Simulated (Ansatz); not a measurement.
Cost and result for the atomization energy of C2H8BNO, SMILES `COBCN` (13 atoms, 12 bonds).

```xyz
13

C     0.373   -1.094    2.173
O     0.491   -0.919    0.778
B    -0.078    0.115    0.132
C     0.058    0.197   -1.429
N    -0.239    1.526   -1.950
H    -0.109   -2.054    2.372
H     1.371   -1.107    2.615
H    -0.215   -0.291    2.627
H    -0.707    0.931    0.763
H    -0.582   -0.607   -1.842
H     1.080   -0.083   -1.708
H    -0.330    1.517   -2.957
H    -1.113    1.870   -1.574
```

Charge 0, multiplicity 1. All single points use the PBE0-D4/def2-TZVP geometry. It is one conformer, not always the lowest. Program: Ansatz. All runs use 4 threads of an Arm Neoverse V1 on a shared host. Times are those of one run each, without the atoms' runs, and a repeat can differ threefold. Electronic energies, without spin–orbit coupling; frozen cores. CCSD(T)/CBS adds CCSD(T) − MP2 in def2-TZVPP to the MP2 limit, and its time is that of the two runs behind it. T1 = 0.012. B3LYP takes the VWN-RPA correlation (the form of Gaussian; ORCA's B3LYP/G).

CCSD(T)/CBS is a level of theory with its own doubt, some kJ/mol a heavy atom from the limit and from the frozen cores, so smaller differences don't rank the functionals.

```json
{"level": "PBE-D4/def2-TZVPP (with forces)", "functions": "267", "wall time": "2.5 s"}
{"level": "PBE0-D4/def2-TZVPP", "functions": "267", "wall time": "2.6 s"}
{"level": "B3LYP-D4/def2-TZVPP (with forces)", "functions": "267", "wall time": "4.2 s"}
{"level": "r2SCAN-D4/def2-TZVPP (with forces)", "functions": "267", "wall time": "4.7 s"}
{"level": "B2PLYP/def2-TZVPP", "functions": "267", "wall time": "5.5 s"}
{"level": "ωB97X-V/def2-TZVPP", "functions": "267", "wall time": "7.5 s"}
{"level": "ωB97M-V/def2-TZVPP (with forces)", "functions": "267", "wall time": "11 s"}
{"level": "MP2/def2-QZVPP", "functions": "525", "wall time": "26 s"}
{"level": "CCSD(T)/def2-TZVPP", "functions": "267", "wall time": "3.5 min"}
{"level": "CCSD(T)/CBS(def2)", "functions": "–", "wall time": "4 min"}
```

Q: What atomization energy does each give, and how far from CCSD(T)/CBS? (Estimate.)

A: The calculation gave: 
```json
{"level": "PBE-D4/def2-TZVPP (with forces)", "atomization (kcal/mol)": "1212.8", "difference from CCSD(T)/CBS": "27.7", "per bond": "2.3"}
{"level": "PBE0-D4/def2-TZVPP", "atomization (kcal/mol)": "1191.2", "difference from CCSD(T)/CBS": "6.1", "per bond": "0.5"}
{"level": "B3LYP-D4/def2-TZVPP (with forces)", "atomization (kcal/mol)": "1191.7", "difference from CCSD(T)/CBS": "6.6", "per bond": "0.6"}
{"level": "r2SCAN-D4/def2-TZVPP (with forces)", "atomization (kcal/mol)": "1188.3", "difference from CCSD(T)/CBS": "3.2", "per bond": "0.3"}
{"level": "B2PLYP/def2-TZVPP", "atomization (kcal/mol)": "1178.3", "difference from CCSD(T)/CBS": "-6.8", "per bond": "-0.6"}
{"level": "ωB97X-V/def2-TZVPP", "atomization (kcal/mol)": "1190.0", "difference from CCSD(T)/CBS": "4.9", "per bond": "0.4"}
{"level": "ωB97M-V/def2-TZVPP (with forces)", "atomization (kcal/mol)": "1192.6", "difference from CCSD(T)/CBS": "7.5", "per bond": "0.6"}
{"level": "MP2/def2-QZVPP", "atomization (kcal/mol)": "1189.4", "difference from CCSD(T)/CBS": "4.3", "per bond": "0.4"}
{"level": "CCSD(T)/def2-TZVPP", "atomization (kcal/mol)": "1155.6", "difference from CCSD(T)/CBS": "-29.5", "per bond": "-2.5"}
{"level": "CCSD(T)/CBS(def2)", "atomization (kcal/mol)": "1185.1", "difference from CCSD(T)/CBS": "0.0", "per bond": "0.0"}
```

From PBE to PBE0 (25 % exact exchange), in def2-TZVPP and without D4, the atomization energy moves by −20.9 kcal/mol: exact exchange takes away binding that semilocal exchange gives to molecules. In def2-TZVPP, CCSD(T) changes the Hartree–Fock value by +289.4 kcal/mol (the triples alone add +15.6 kcal/mol) and MP2 by +305.7 kcal/mol; breaking electron pairs costs correlation energy, which Hartree–Fock lacks. The D4 term adds +7.1 kcal/mol with B3LYP and +3.7 kcal/mol with PBE0; it sums over pairs of atoms, weighted by their polarisabilities, and B3LYP, whose exchange is more repulsive, gets the larger term.
